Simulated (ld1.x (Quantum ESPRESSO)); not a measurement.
## ytterbium (Yb): excitation energies, all-electron against TM semilocal

ld1.x (Quantum ESPRESSO) 7.5 input, shortened:

```
&input
   title='Yb', zed=70., rel=1, dft='PBE', iswitch=3,
   config='[Xe] 4f14 5d0 6s2 6p0'
 /
 &inputp
   pseudotype=1, tm=.true., lloc=3,
   nlcc=.false.
 /
4
6S  1  0   2.00   0.00  3.10  3.10  0.0
5P  2  1   6.00   0.00  2.30  2.30  0.0
5D  3  2   0.00   0.00  2.90  2.90  0.0
4F  4  3  14.00   0.00  0.75  0.75  0.0
 &test
   configts(1)='4f14 5p6 5d0 6s2 6p0'
 /
```

Energies are relative to the spin-unpolarised reference configuration 4f14 5p6 5d0 6s2 6p0; without spin polarisation the order of configurations can differ from experiment.

```tsv
valence configuration	charge	ΔE all-electron (eV)	error AE − PS (meV)
4f14 5p6 5d0 6s0 6p0	+2	18.777	+4.2
4f13 5p6 5d0 6s0 6p0	+3	45.362	+285
4f13 5p6 5d1 6s2 6p0	0	5.039	-69
4f14 5p6 5d0 6s1.5 6p0	+0.5	2.596	-0.5
4f13 5p6 5d0 6s2 6p0	+1	10.418	-32
```

**Question.** What are ΔE and the potential's error for 4f14 5p6 5d0 6s1 6p0?

**Answer.** ΔE = 6.531 eV all-electron; the error (AE − PS) is +0.1 meV.

**Question.** What are ΔE and the potential's error for 4f14 5p6 5d1 6s1 6p0?

**Answer.** ΔE = 3.258 eV all-electron; the error (AE − PS) is -5.2 meV.

Levels in the configuration 4f14 5p6 5d1 6s1 6p0:

| level | all-electron (eV) | pseudo (eV) |
| --- | --- | --- |
| 4f | -2.796 | -2.742 |
| 5p | -27.189 | -27.163 |
| 5d | -0.718 | -0.720 |
| 6s | -3.985 | -3.990 |

ld1.x printed “convergence not achieved” for 5 of the counted tests; their residual had stalled under 1e-8, short of the target of 1e-14.
